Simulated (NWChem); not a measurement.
# C₂H₇GaO; SMILES C[O][GaH][CH3]

```xyz
11

Ga    -0.3443     0.3988     0.0001
H     -1.9020     0.1980    -0.0001
C      0.7311     2.0280    -0.0001
H      0.5039     2.6439     0.8840
H      0.5123     2.6374    -0.8908
H      1.8013     1.7781     0.0057
O      0.6098    -1.1158     0.0003
C      0.1004    -2.4117    -0.0002
H      0.4476    -2.9680    -0.8908
H      0.4516    -2.9701     0.8875
H     -1.0076    -2.4532     0.0022
```
Atoms are numbered in this order, from 1.

Program: NWChem. Pople sets run with spherical d functions. Geometry: optimised at PBE0/def2-SVP. Vertical excitations in the gas phase; the lowest state need not have the same character in each row.

```json
[
 {"level": "PBE/6-31G*, TDA", "lowest excitation, singlet (eV)": "4.81", "oscillator strength of that lowest state": "0.002", "lowest state with f > 0.02, singlet (eV)": "5.36", "oscillator strength of that bright state": "0.095", "orbital gap (eV)": "4.57"},
 {"level": "B3LYP/6-31G*, TDA", "lowest excitation, singlet (eV)": "5.27", "oscillator strength of that lowest state": "0.003", "lowest state with f > 0.02, singlet (eV)": "5.80", "oscillator strength of that bright state": "0.090", "orbital gap (eV)": "6.28"},
 {"level": "LDA (Slater exchange, VWN5)/6-31G*, TDA", "lowest excitation, singlet (eV)": "…", "oscillator strength of that lowest state": "0.002", "lowest state with f > 0.02, singlet (eV)": "5.33", "oscillator strength of that bright state": "…", "orbital gap (eV)": "…"},
 {"level": "Hartree-Fock/6-31G*, CIS", "lowest excitation, singlet (eV)": "6.97", "oscillator strength of that lowest state": "0.004", "lowest state with f > 0.02, singlet (eV)": "8.01", "oscillator strength of that bright state": "0.062", "orbital gap (eV)": "13.02"}
]
```

**Question.** Fill in the missing entries.

**Answer.** 
- LDA (Slater exchange, VWN5)/6-31G*, TDA, lowest excitation, singlet (eV): 4.73
- LDA (Slater exchange, VWN5)/6-31G*, TDA, oscillator strength of that bright state: 0.100
- LDA (Slater exchange, VWN5)/6-31G*, TDA, orbital gap (eV): 4.49
